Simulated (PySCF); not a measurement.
The free ion Co2+ in its d7 configuration.

Method (PySCF 2.14, density fitting): CASSCF(7,5) with orbitals averaged over all microstates of the shell, strongly contracted NEVPT2 on the averaged canonical orbitals; basis x2c-TZVPall; spin-free X2C; gas phase; spin-orbit coupling by state interaction with the mean-field operator over all roots.

Problem. What is the ground state?

Solution. 4F (S = 3/2, orbital degeneracy 7), by NEVPT2.

Problem. List the excited states of the same spin.

Solution. By NEVPT2: 4P at 16131 cm⁻¹ (620 nm).

Problem. Which is the lowest state of another spin?

Solution. 2G at 17506 cm⁻¹ by NEVPT2; CASSCF alone puts it at 18849 cm⁻¹ above the same ground state.

Problem. What are the magnetic parameters?

Solution. The lowest spin-orbit level is 10-fold with J = 9/2; the next lies at 814.9 cm⁻¹. μeff is 6.65 μB at 300 K and 6.64 μB at 10 K; the free-ion value g_J√(J(J+1)) for the Hund's-rule level J = 9/2 is 6.63 μB.

The job took 3.4 s on one thread of Arm Neoverse V1 (shared host), with 48 basis functions, launched as `OMP_NUM_THREADS=1 python lf_run.py task.json out`.
